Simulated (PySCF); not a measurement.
C2H20Ge7, SMILES `[CH3][GeH2][GeH2][GeH2][GeH2][GeH2][GeH2][GeH2][CH3]` (charge 0, multiplicity 1), TPSSh-D3(BJ)/def2-TZVP // PBE0-D3(BJ)/def2-SVP (PySCF). The run hit its time limit unfinished.

```python
import json, numpy as np
from pyscf import gto, dft
from fastk import lowrank_exchange
atoms = """
C      6.777944    -0.217800    -0.649859
Ge     5.308505    -0.013325     0.628282
Ge     3.175010     0.306137    -0.483368
Ge     1.344871     0.431129     1.104316
Ge    -0.778547     0.914452     0.034510
Ge    -2.606531     0.939479     1.629834
Ge    -4.713705     1.585372     0.615919
Ge    -6.517372     1.622128     2.239119
C     -8.217044     2.168379     1.434467
H      6.604394    -1.091332    -1.294037
H      7.727737    -0.357910    -0.113566
H      6.859672     0.676122    -1.284207
H      5.571582     1.202287     1.542881
H      5.214202    -1.266274     1.525312
H      3.202186     1.605032    -1.318332
H      2.901893    -0.858993    -1.459668
H      1.638566     1.532195     2.145517
H      1.236923    -0.907524     1.865071
H     -0.691289     2.286715    -0.666247
H     -1.062849    -0.145032    -1.050862
H     -2.743404    -0.463558     2.258454
H     -2.266365     1.924896     2.768268
H     -5.041652     0.596885    -0.524384
H     -4.547867     2.981599    -0.023167
H     -6.655053     0.212610     2.853625
H     -6.136157     2.596143     3.374630
H     -8.129953     3.177130     1.006788
H     -9.010175     2.175359     2.196193
H     -8.502456     1.470803     0.634474
"""
def scf(charge, spin, dm0=None):
    mol = gto.M(atom=atoms, basis='def2-tzvp', ecp={}, charge=charge, spin=spin, verbose=4, max_memory=5040)
    mf = dft.KS(mol, xc='tpssh').density_fit(auxbasis="def2-universal-jkfit")
    mf.disp = 'd3bj'
    mf.grids.level = 3
    mf.conv_tol = 1e-8
    mf.max_cycle = 60
    mf.kernel(dm0)
    if not mf.converged:
        mf = mf.newton().run(mf.mo_coeff, mf.mo_occ).undo_soscf()
    return mf
mf = scf(0, 0)
lowrank_exchange(mf)  # same exchange matrices as the stock routine, built faster for response steps
e, occ = np.ravel(mf.mo_energy), np.ravel(mf.mo_occ)
ev = 27.211386245988
occupied, empty = np.sort(e[occ > 0]) * ev, np.sort(e[occ == 0]) * ev
print("highest occupied levels (eV):", np.round(occupied[-6:], 3))
print("lowest empty levels (eV):", np.round(empty[:6], 3))
res = dict(converged=bool(mf.converged), energy=mf.e_tot, dispersion=float(mf.get_dispersion()) if mf.do_disp() else 0.0, nlc=bool(mf.do_nlc()), nao=mf.mol.nao, cycles=mf.cycles,
           occupied=occupied[-8:].tolist(), empty=empty[:8].tolist(), dipole=mf.dip_moment().tolist(), s2=float(mf.spin_square()[0]),
           mulliken=mf.mulliken_pop(verbose=3)[1].tolist(), meta_lowdin=mf.mulliken_meta(verbose=3)[1].tolist())
mf.grids = dft.gen_grid.Grids(mf.mol).set(level=2).build()  # coarser grid for the response steps
res["stable_to_uks"] = bool(mf.stability(internal=False, external=True, return_status=True)[3])
for singlet, n in ((True, 6), (False, 3)):
    td = mf.TDA(); td.singlet = singlet; td.nstates = n; td.conv_tol = 1e-4; td.kernel(); td.analyze(verbose=3)
    res["singlets" if singlet else "triplets"] = dict(e=(td.e * ev).tolist(), converged=np.ravel(td.converged).tolist(), f=td.oscillator_strength().tolist() if singlet else None)
dm = mf.make_rdm1()
res["vertical"] = []
for charge, spin in [(1, 1)]:
    ion = scf(charge, spin, np.array([dm / 2, dm / 2]) if dm.ndim == 2 else dm.sum(0))
    res["vertical"].append(dict(charge=charge, spin=spin, energy=ion.e_tot, converged=bool(ion.converged), s2=float(ion.spin_square()[0]), homo=float(np.ravel(ion.mo_energy)[np.ravel(ion.mo_occ) > 0].max() * ev)))
json.dump(res, open("result.json", "w"))
```

The last lines of the output:

```
 ** Mulliken atomic charges  **
charge of    0C =     -0.45651
charge of    1Ge =      0.11416
charge of    2Ge =     -0.04794
charge of    3Ge =     -0.00955
charge of    4Ge =     -0.00829
charge of    5Ge =     -0.00963
charge of    6Ge =     -0.04784
charge of    7Ge =      0.11411
charge of    8C =     -0.45653
charge of    9H =      0.13981
charge of   10H =      0.14090
charge of   11H =      0.13975
charge of   12H =     -0.01208
charge of   13H =     -0.01210
charge of   14H =     -0.00084
charge of   15H =     -0.00117
charge of   16H =      0.00350
charge of   17H =      0.00337
charge of   18H =      0.00294
charge of   19H =      0.00275
charge of   20H =      0.00341
charge of   21H =      0.00351
charge of   22H =     -0.00104
charge of   23H =     -0.00098
charge of   24H =     -0.01216
charge of   25H =     -0.01205
charge of   26H =      0.13981
charge of   27H =      0.14091
charge of   28H =      0.13978
 ** Mulliken atomic charges  **
charge of    0C =     -0.51564
charge of    1Ge =      0.32206
charge of    2Ge =      0.07098
charge of    3Ge =      0.09132
charge of    4Ge =      0.09325
charge of    5Ge =      0.09124
charge of    6Ge =      0.07104
charge of    7Ge =      0.32204
charge of    8C =     -0.51565
charge of    9H =      0.12156
charge of   10H =      0.12291
charge of   11H =      0.12148
charge of   12H =     -0.06760
charge of   13H =     -0.06793
charge of   14H =     -0.05028
charge of   15H =     -0.05024
charge of   16H =     -0.04857
charge of   17H =     -0.04838
charge of   18H =     -0.04829
charge of   19H =     -0.04819
charge of   20H =     -0.04823
charge of   21H =     -0.04875
charge of   22H =     -0.05023
charge of   23H =     -0.05033
charge of   24H =     -0.06777
charge of   25H =     -0.06776
charge of   26H =      0.12153
charge of   27H =      0.12291
charge of   28H =      0.12152
tot grids = 221128
rhf_real2complex: lowest eigs of H = [0.55653414 0.55762032 0.55827097]
<class 'pyscf.df.df_jk.DFRKS'> wavefunction is stable in the real -> complex stability analysis
rhf_external: lowest eigs of H = [0.14922685 0.18101628 0.19028933]
<class 'pyscf.df.df_jk.DFRKS'> wavefunction is stable in the RHF/RKS -> UHF/UKS stability analysis

******** <class 'pyscf.tdscf.rks.TDA'> for <class 'pyscf.df.df_jk.DFRKS'> ********
nstates = 6 singlet
deg_eia_thresh = 1.000e-03
wfnsym = None
conv_tol = 0.0001
eigh lindep = 1e-12
eigh level_shift = 0
eigh max_cycle = 100
```
